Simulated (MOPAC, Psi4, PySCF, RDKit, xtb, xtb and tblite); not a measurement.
Two geometries of SMILES C=C[SiH2][SiH2][Si](Cl)(Cl)Cl, relaxed at GFN2-xTB with one dihedral held; other torsions can differ between them too.

Structure A

```
15

C      1.9258    -0.6919     0.6206
C      1.9150     0.6314     0.5926
Si     0.6033     1.6832    -0.2617
Si    -1.0397     0.3328    -1.2066
Si    -2.1579    -1.0054     0.3391
Cl    -1.8763    -0.2906     2.2329
Cl    -4.1686    -1.1292     0.0769
Cl    -1.4752    -2.9241     0.3662
H      2.6938    -1.2567     1.1274
H      1.1623    -1.2817     0.1352
H      2.7134     1.1584     1.1018
H      0.0642     2.6187     0.7369
H      1.2904     2.5123    -1.2648
H     -2.0636     1.1323    -1.8974
H     -0.5261    -0.5604    -2.2574
```

Structure B

```
15

C     -1.9156    -0.6936     0.6848
C     -1.9472     0.6254     0.5785
Si    -0.6409     1.6682    -0.2963
Si     1.0483     0.3272    -1.1748
Si     2.7027     1.5361    -2.2722
Cl     1.8996     2.6576    -3.7755
Cl     4.2025     0.4575    -3.1088
Cl     3.5929     2.8611    -1.0020
H     -2.6838    -1.2559     1.1944
H     -1.1109    -1.2756     0.2621
H     -2.7826     1.1525     1.0248
H     -0.1333     2.6388     0.6864
H     -1.3342     2.4492    -1.3329
H      0.5447    -0.6704    -2.1336
H      1.7251    -0.4844    -0.1496
```

Which is lower in energy at the level Psi4 1.11 with B3LYP-D3(BJ)/def2-SVP // GFN2-xTB, and by how much?

A is lower, by 5.70 kJ/mol (dihedral C2–Si3–Si4–Si5: 60° in A, 180° in B).

E(B) − E(A) in kJ/mol at the other levels, on the same two geometries: GFN2-xTB (xtb and tblite) 3.45; MMFF94 // GFN2-xTB (RDKit) -8.88; B3LYP/def2-SVP // GFN2-xTB (Psi4) -0.56; PBE/def2-SVP // GFN2-xTB (Psi4) 0.67; PBE-D3(BJ)/def2-SVP // GFN2-xTB (Psi4) 4.40; UFF // GFN2-xTB (RDKit) -0.82; AM1, restricted, heats of formation // GFN2-xTB (MOPAC) -0.78; PM6, restricted, heats of formation // GFN2-xTB (MOPAC) -0.96; GFN1-xTB // GFN2-xTB (xtb) 0.05; restricted B3LYP/6-31G*, spherical d, density fitting // GFN2-xTB (PySCF) -3.93; restricted LDA (SVWN5)/6-31G*, spherical d, density fitting // GFN2-xTB (PySCF) 1.85; restricted MP2 (frozen core)/3-21G // GFN2-xTB (PySCF) 1.38; restricted Hartree-Fock/LANL2DZ, with its core potentials past Ne // GFN2-xTB (PySCF) -3.96.
